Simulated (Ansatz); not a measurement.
Reaction (formal exchange of groups at the Si–Si bond): `F[C@H]1O[Si@H]1[SiH3]` + GeH₄ → `F[C@H]1O[Si@H]1[GeH3]` + SiH₄

Computed with Ansatz on PBE0-D4/def2-TZVP structures; ΔE is electronic, products minus reactants. CCSD(T)/CBS adds triple-zeta CCSD(T) − MP2 to the extrapolated MP2 energy (def2 sets, frozen cores). This one scheme is used for every species. DFT in def2-TZVPP. For Ge outer-core shells are correlated without core-valence functions, which leaves a few kJ/mol of doubt a bond. Scalar relativity is left out up to krypton.

```csv
species,PBE0-D4 energy (Eh)
`F[C@H]1O[Si@H]1[SiH3]`,-794.78950
GeH₄,-2079.12062
`F[C@H]1O[Si@H]1[GeH3]`,-2582.15677
SiH₄,-291.75788
```

(1) Work out ΔE.

Largest T1 diagnostic among the species: 0.016.

Results:

(1) ΔE = (-2582.15677) + (-291.75788) − (-794.78950) − (-2079.12062) = -0.00453 Eh = -0.12 eV. CCSD(T)/CBS gives -0.17 eV.
